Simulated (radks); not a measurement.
Task: Numerical settings for the technetium ion Tc3+, [Kr] 4d4. Calculated with a radial shooting solver on a logarithmic mesh with Libxc functionals: Dirac Kohn-Sham, PBE, spin-unpolarised, spherical densities, finite nucleus; open shells are shared between the two j in proportion to 2j + 1; Fermi nuclear charge, rms radius 4.4112 fm. The defaults (mesh step 0.008 in ln r, mesh end at 40 bohr or more with all orbitals vanishing there, Anderson mixing 0.5 over 9 steps, residual threshold near 1e-9 with the energy settled to 1e-9 hartree or 1e-11 of itself, here a cap of 58 iterations) give E = -4284.3060 hartree and 4d5/2 at -35.009 eV in 14 iterations. Run on one thread of a shared host, so times are rough (Arm Neoverse V2): 0.1 s of CPU time, 0.1 s wall, 14 iterations on 2189 mesh points. One setting is changed at a time: mesh step in ln r 0.12; mesh step in ln r 0.03; mesh step in ln r 0.003; mesh end (bohr) 8; mesh end (bohr) 3; residual threshold 1e-13; residual threshold 0.01; mixing 0.01; linear mixing, mixing 0.5; linear mixing, mixing 0.2; mixing history 2; iteration cap 5. Which runs fail to converge, and which converge to a wrong energy?

Result: Not converged within the cap: mesh step in ln r 0.12; residual threshold 1e-13; linear mixing, mixing 0.2; iteration cap 5. Settings that end as converged yet miss the energy by more than 1 mhartree: mesh end (bohr) 3 (+0.322 hartree).
